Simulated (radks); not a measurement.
Task: The table gives one normalised radial function P(r) = r R(r) (large component) of Pb12+ in [Xe] 4f14 5d(3/2: 2, 5/2: 0) (r in bohr). Method: Dirac Kohn-Sham, relativistic LDA (MacDonald-Vosko exchange, VWN5 correlation), spin-unpolarised, spherical densities, finite nucleus; Fermi nuclear charge, rms radius 5.5012 fm; computed with a radial shooting solver on a logarithmic mesh with Libxc functionals.

r           P
0.00092    0.0000
0.001054   0.0000
0.001208   0.0000
0.001395   0.0000
0.001598   0.0000
0.001831   0.0000
0.002097   0.0001
0.002403   0.0001
0.002753   0.0002
0.003154   0.0002
0.003613   0.0003
0.00414    0.0005
0.004743   0.0007
0.005477   0.0011
0.006275   0.0016
0.00719    0.0023
0.008237   0.0033
0.009437   0.0047
0.01081    0.0068
0.01239    0.0097
0.01419    0.0138
0.01626    0.0196
0.01863    0.0274
0.02134    0.0381
0.02465    0.0533
0.02824    0.0723
0.03235    0.0968
0.03706    0.1277
0.04246    0.1653
0.04865    0.2095
0.05574    0.2592
0.06386    0.3116
0.07316    0.3619
0.08382    0.4031
0.0968     0.4265
0.1109     0.4184
0.1271     0.3707
0.1456     0.2762
0.1668     0.1342
0.1911    -0.0464
0.2189    -0.2457
0.2508    -0.4327
0.2873    -0.5705
0.3292    -0.6236
0.3771    -0.5672
0.4356    -0.3816
0.499     -0.1051
0.5717     0.2313
0.655      0.5754
0.7504     0.8706
0.8597     1.0683
0.985      1.1393
1.128      1.0806
1.293      0.9173
1.481      0.6950
1.711      0.4536
1.96       0.2639
2.245      0.1322
2.572      0.0559
2.947      0.0195
3.377      0.0055

Which n and l does it have? It may be an empty orbital.

Result: n = 5, l = 2: the number of nodes gives n - l - 1 = 2, the rise at small r points to l (this Dirac orbital starts outside the nucleus as r^gamma with gamma = sqrt((l + 1)^2 - (Z/c)^2) = 2.94; the j = 5/2 orbital of l + 1 starts with the same power, but with a smaller coefficient, and then steepens), and the extent must fit the shell. The curve is that of 5d5/2; the two j differ most near the nucleus, where j = l - 1/2 has the larger amplitude, and in heavy atoms j = l - 1/2 is also the more compact. 5d5/2 (empty): eigenvalue -210.19 eV, 2 radial nodes at r = 0.185, 0.522 bohr, <r> = 1.07 bohr, 90 % of the charge inside 1.53 bohr.
